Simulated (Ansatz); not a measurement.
System: sum formula GeOF, charge 0, multiplicity 2. It need not be the lowest isomer of its formula. 
Structure (B3LYP-D3(BJ)/def2-TZVP (Ansatz, a first-principles code) minimum search):
```
Ge
O 1 1.6937
F 1 1.7557 2 115.03
```
Charge 0, spin multiplicity 2.

Wanted: vertical ionisation energy (to the triplet state of charge +1; each state is the SCF solution reached for its spin; for the doublet T1 is 0.091), in eV. Correlated levels leave the core frozen unless marked. Open shells are spin-unrestricted. No spin-orbit coupling. The frozen core is the preceding noble-gas configuration, with the filled d and f shells of earlier blocks. No relativistic terms. Basis-set limits of correlation are two-point, X^-3; Hartree-Fock from the larger set. The bracket is a focal-point correction in the basis named.

```csv
level,program,vertical ionisation energy (eV)
BHLYP/def2-TZVPD,Ansatz,(withheld)
wB97M-V/def2-TZVPD,Ansatz,11.26
SCS-MP2/aug-cc-pVDZ,Ansatz,10.71
SCS-MP2/aug-cc-pVTZ,Ansatz,10.82
CCSD/aug-cc-pVTZ,Ansatz,(withheld)
"RI-MP2/CBS(aug-cc-pVTZ,aug-cc-pVQZ)+[CCSD(T)-MP2]/aug-cc-pVTZ",Ansatz,(withheld)
```

**Question.** Some entries are withheld; supply them.

**Answer.** 
- BHLYP/def2-TZVPD, vertical ionisation energy (eV): 11.08
- CCSD/aug-cc-pVTZ, vertical ionisation energy (eV): 11.17
- RI-MP2/CBS(aug-cc-pVTZ,aug-cc-pVQZ)+[CCSD(T)-MP2]/aug-cc-pVTZ, vertical ionisation energy (eV): 11.36
